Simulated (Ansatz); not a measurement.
Consider the substitution at a C–N bond: `BC(=C)NCF` + HCl → `BC(=C)Cl` + `NCF`.

Computed with Ansatz on PBE0-D4/def2-TZVP structures; ΔE is electronic, products minus reactants. CBS: MP2 limit from def2 TZ/QZ plus the TZ coupled-cluster correction, frozen cores. This one scheme is used for every species. DFT in def2-TZVPP. HSE06 is defined as in plane-wave codes. Each species was taken in one conformer, which may not be the lowest.

`BC(=C)NCF`:

Cartesian coordinates in Å:
```
B 1.973 -0.371 0.580
C 0.613 0.073 0.024
C 0.610 0.794 -1.118
N -0.545 -0.346 0.667
C -1.829 -0.046 0.209
F -2.185 -0.760 -0.943
H 2.972 0.106 0.136
H 2.038 -1.214 1.431
H 1.550 1.161 -1.505
H -0.286 1.015 -1.688
H -0.445 -1.126 1.292
H -2.566 -0.298 0.973
H -1.899 1.012 -0.058
```

HCl:

Z-matrix (Å, degrees):
```
Cl
H 1 1.279
```

`BC(=C)Cl`:

Cartesian coordinates in Å:
```
B -0.337 -1.256 -0.103
C -0.011 0.145 0.438
C 0.361 1.143 -0.371
Cl -0.128 0.447 2.150
H -0.670 -2.146 0.617
H -0.245 -1.422 -1.283
H 0.596 2.139 -0.013
H 0.433 0.952 -1.435
```

`NCF`:

```xyz
7

N     0.782    0.148    0.406
C    -0.336   -0.307   -0.308
F    -1.427    0.579   -0.276
H     1.164    1.005    0.031
H     0.598    0.260    1.393
H    -0.083   -0.439   -1.362
H    -0.697   -1.247    0.115
```

```
    species  HSE06 energy (Eh)
`BC(=C)NCF`         -297.69471
        HCl         -460.65753
 `BC(=C)Cl`         -563.37114
      `NCF`         -194.97467
```

Problem. Work out ΔE.

Solution. ΔE = (-563.37114) + (-194.97467) − (-297.69471) − (-460.65753) = 0.00643 Eh = +4.0 kcal/mol. CCSD(T)/CBS gives +3.9 kcal/mol.

Largest T1 diagnostic among the species: 0.012.

At CCSD(T), def2-SVP lies +3.0 kcal/mol from the extrapolated value and def2-TZVPP +0.5 kcal/mol. From BLYP to BHLYP (50 % exact exchange), in def2-TZVPP and without D4, ΔE moves by +0.9 kcal/mol.
